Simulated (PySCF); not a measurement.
Telling isomers of C6H8O2 apart by NMR

PySCF 2.14 calculation with spin–spin couplings from B3LYP/pcJ-1 (spin–dipole term left out of most H,H and C,H couplings), GFN2-xTB structure and shielding tensors at PBE0/pcSseg-1 (GIAO); gas phase, non-relativistic, rapidly exchanging positions averaged, a single conformation.

Referencing at the same level of theory: 1H (σref 31.72), 13C (σref 186.93) vs TMS. Multiplet labels drop J under 1 Hz and among equivalent protons, and merge close values. Unscaled 3J(H,H) run several per cent high. Where no couplings were computed, multiplicities follow the n + 1 count of equivalent neighbours, and m marks all less simple cases (inequivalent or close neighbours, rings, F or P nearby). Shifts are as computed. Against solution values, carbons near 30 ppm lie about +3 ppm off and those near 130 ppm about +5 ppm. Of 1211 compounds with measured shifts, 218 miss one by over three times the rms of a fit or turn the order of signals round; such compounds aren't used in these exercises.

(1) Tabulate the signals of `C=C/C=C/OC(C)=O`, `C=C/C=C\OC(C)=O`, `C=CC(=C)C(=O)OC`, `O=C1CCC(=O)CC1` and their relative energies.

(2) What is the quickest way to tell C=C/C=C/OC(C)=O from O=C1CCC(=O)CC1?

(3) What is the quickest way to tell C=C/C=C\OC(C)=O from C=CC(=C)C(=O)OC?

(4) What is the quickest way to tell C=C/C=C\OC(C)=O from O=C1CCC(=O)CC1?

Answers

(1) 
```tsv
SMILES	carbon types	δC	δH	E rel. (kcal/mol)
C=C/C=C/OC(C)=O	1×C 3×CH 1×CH2 1×CH3	172.4, 147.6, 140.8, 123.9, 122.0, 23.3	7.98 (d, 1H), 6.52 (m, 1H), 6.23 (m, 1H), 5.56 (m, 1H), 5.44 (m, 1H), 2.17 (s, 3H)	20.6
C=C/C=C\OC(C)=O	1×C 3×CH 1×CH2 1×CH3	171.8, 141.7, 137.9, 123.2, 119.9, 23.2	7.66 (d, 1H), 7.15 (m, 1H), 5.71 (m, 1H), 5.47 (m, 1H), 5.40 (m, 1H), 2.21 (s, 3H)	20.4
C=CC(=C)C(=O)OC	2×C 1×CH 2×CH2 1×CH3	175.6, 148.9, 141.1, 134.5, 128.0, 53.4	6.64 (m, 1H), 6.30 (br s, 1H), 5.82 (m, 1H), 5.75 (br s, 1H), 5.72 (m, 1H), 3.96 (s, 3H)	28.4
O=C1CCC(=O)CC1	2×C 4×CH2	213.4, 39.5	2.58 (s, 8H)	0.0
```

Energies are electronic energies at PBE0/pcSseg-1 on these geometries, without zero-point or thermal terms, each for the one conformer computed, which needn't be the lowest.

(2) Count the carbon signals: 6 against 2. The first has an alkene carbon bearing oxygen (CH) at 147.6 ppm, the second an sp3 CH2 α to a carbonyl at 39.5 ppm. Their most deshielded carbons lie at 172.4 and 213.4 ppm. In the proton spectra the most deshielded non-exchanging signals are 7.98 (d, 1H) and 2.58 (s, 8H).

(3) Both give the same number of carbon signals, but DEPT or the intensities differ. The first has a methyl carbon α to a carbonyl (CH3) at 23.2 ppm, the second a methyl carbon bonded to O (CH3) at 53.4 ppm. Their most deshielded carbons lie at 171.8 and 175.6 ppm. In the proton spectra the most deshielded non-exchanging signals are 7.66 (d, 1H) and 6.64 (m, 1H).

(4) Count the carbon signals: 6 against 2. The first has an alkene carbon bearing oxygen (CH) at 141.7 ppm, the second an sp3 CH2 α to a carbonyl at 39.5 ppm. Their most deshielded carbons lie at 171.8 and 213.4 ppm. In the proton spectra the most deshielded non-exchanging signals are 7.66 (d, 1H) and 2.58 (s, 8H).
